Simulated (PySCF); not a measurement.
Species: C₈H₇NS.
Geometry (PBE0-D3(BJ)/def2-SVP, Å), atoms numbered from 1 in this order:
```
atom  x, y, z in Å
C1    -2.1143   -1.7930    0.1811
C2    -2.0360   -0.6414   -0.5011
C3    -0.8955    0.2554   -0.5931
C4    -0.9267    1.4199   -1.3356
S5     0.5366    2.3376   -1.3075
C6     1.2793    1.1710   -0.2701
C7     2.5078    0.9197    0.3957
C8     2.3257   -0.2720    1.0685
N9     1.0568   -0.7432    0.8389
C10    0.3959    0.1293    0.0183
H11   -1.2845   -2.1956    0.7666
H12   -3.0307   -2.3865    0.1766
H13   -2.9182   -0.3150   -1.0623
H14   -1.7748    1.7854   -1.9139
H15    3.4129    1.5212    0.3928
H16    3.0185   -0.8230    1.7007
H17    0.6824   -1.5972    1.2220
```

Method used: PySCF 2.14.0, density-fitted response routines, TDDFT wB97X-D/def2-SVPD, vertical, gas phase, core orbitals frozen in the response.

Ground-to-excited transition dipoles (e·a0, same axes as the geometry; the sign carries no meaning), for the states with f of 0.002 or more among the lowest 4:

```json
{"state": "S1", "E (hartree)": "0.1762", "μx": "0.285", "μy": "-0.932", "μz": "0.701"}
{"state": "S2", "E (hartree)": "0.1823", "μx": "0.877", "μy": "1.227", "μz": "-0.406"}
{"state": "S4", "E (hartree)": "0.2108", "μx": "-1.345", "μy": "-0.451", "μz": "-0.275"}
```

Question: What oscillator strength does each state have?

Answer: f = (2/3) ΔE |μ|² with ΔE in hartree (27.2114 eV).

| state | \|μ\|² (au) | \|μ\| (D) | f |
| --- | --- | --- | --- |
| S1 | 1.442 | 3.05 | 0.169 |
| S2 | 2.440 | 3.97 | 0.296 |
| S4 | 2.088 | 3.67 | 0.293 |

Question: Label these states by symmetry in Cs.

Answer: The ground state is totally symmetric, so the direction of μ fixes the label. Polarised in the mirror plane, so A′: S1, S2 and S4.

Question: Which bond between heavy atoms lies closest to the direction of the S2 transition dipole?

Answer: C6–C10, at 6° from it; next C2–C3 at 20°.

Question: What angle do the transition dipoles of S1 and S2 make?

Answer: |cos θ| = |μa·μb| / (|μa| |μb|) = 0.63, so θ ≈ 51° (taken between 0 and 90°, since the signs are arbitrary).

Question: How is the summed strength of these states shared among x, y and z?

Answer: (2/3) Σ ΔE μα² gives 0.357 for x, 0.314 for y and 0.088 for z, 0.759 in all.

Cost: about 3 min of CPU time on one thread; the machine was shared, so the figure is rough.

One conformer stands for the species.
